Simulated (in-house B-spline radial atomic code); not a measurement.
Values are calculated unless marked as measured or tabulated.
## Making a Troullier-Martins d channel for Mo, r_c = 1.55 bohr

Mo, [Kr] 4d5 5s1, non-relativistic LDA (VWN5), spherical and spin-unpolarised, from a B-spline radial code for spherical atoms (atomic units). The all-electron 4d level is ε = -0.153346 hartree, its outermost node lies just inside 0.54 bohr and its outer maximum at 1.37 bohr.

Inside r_c the pseudo-orbital is u(r) = r^3 exp(p(r)), with p = c0 + c2 r² + c4 r⁴ + … + c12 r¹². The seven coefficients follow from p and its first four derivatives at r_c, from zero curvature of the screened potential at the origin, c4 = −c2²/(2l + 5), and from the norm inside r_c. At r_c the all-electron orbital has P = 0.7302492, P' = -0.1415044, the screened potential V = -1.809007, V' = 2.928611, V'' = -6.46826, and the norm inside is Q = 0.3966364.

Task: What are p, p' and p'' at r_c?

Result: p = ln(P/r_c^3) = ln(0.7302492/3.72388) = -1.62913. p' = P'/P − 3/r_c = -0.19378 − 1.93548 = -2.12926. The radial equation gives p'' = 2(V − ε) − 2(3) p'/r_c − p'² = -3.31132 − (-8.24229) − 4.53374 = 0.39723. Differentiating, p''' = 2V' + 2(3)p'/r_c² − 2(3)p''/r_c − 2p'p'' = 0.69356, and p'''' = 2V'' − 4(3)p'/r_c³ + 4(3)p''/r_c² − 2(3)p'''/r_c − 2p''² − 2p'p''' = -4.1378.

For a trial c2 the five matching conditions are linear in c0, c6, c8, c10 and c12, and c2 is varied until the norm inside r_c equals Q. The root nearest zero gives:

```
 n           c_n
 0      0.748286
 2     -1.194835
 4    -0.1586256
 6     0.2640087
 8    -0.1099281
10    0.02176965
12  -0.001728682
```

Task: Check c4 and p(r_c), and find the screened pseudopotential at the origin.

Result: −c2²/9 = -0.158626, as listed. The terms c_n r_c^n are 0.74829, -2.87059, -0.91559, 3.66107, -3.66237, 1.74248, -0.33243, which sum to -1.62913. Inverting the radial equation, V_l(r) = ε + 3 p'/r + (p'' + p'²)/2, so V_l(0) = ε + (2l + 3) c2 = -0.153346 + 7 × (-1.19483) = -8.5172 hartree, finite where the all-electron potential diverges.

Orbitals and screened potentials:

```
r (bohr)        P         u  V all-electron  V pseudo
   0.155  -0.2444  0.007647          -154.0    -8.511
   0.388  -0.2421    0.1028          -34.19    -8.316
    0.62   0.1744    0.3148          -14.08    -7.469
   0.853   0.5115     0.545          -7.335    -5.847
   1.085   0.6861    0.6913          -4.305    -4.027
   1.318   0.7422    0.7424          -2.706    -2.658
    1.55   0.7302    0.7302          -1.809    -1.809
```

Logarithmic derivatives P'/P at R = 1.85 bohr, for energies E around ε:

```json
{"E − ε (hartree)": "-0.5", "all-electron": "0.521265", "pseudo": "0.520858"}
{"E − ε (hartree)": "-0.25", "all-electron": "0.141531", "pseudo": "0.141376"}
{"E − ε (hartree)": "-0.1", "all-electron": "-0.144685", "pseudo": "-0.144719"}
{"E − ε (hartree)": "0", "all-electron": "-0.370885", "pseudo": "-0.370886"}
{"E − ε (hartree)": "0.1", "all-electron": "-0.635407", "pseudo": "-0.635459"}
{"E − ε (hartree)": "0.25", "all-electron": "-1.13421", "pseudo": "-1.13467"}
{"E − ε (hartree)": "0.5", "all-electron": "-2.47278", "pseudo": "-2.47694"}
```

Task: With P(R) = 0.6686845 and a norm of 0.5446114 inside R, what slope in energy does norm conservation fix?

Result: d(P'/P)/dE = −2 × (norm inside R)/P(R)² = -2.4360 per hartree·bohr at E = ε, for both atoms, since orbital and norm agree at R. Differences over ±0.1 hartree give -2.4536 (all-electron) and -2.4537 (pseudo), which also hold third-order terms. Half a hartree below ε the two curves differ by -0.0004.
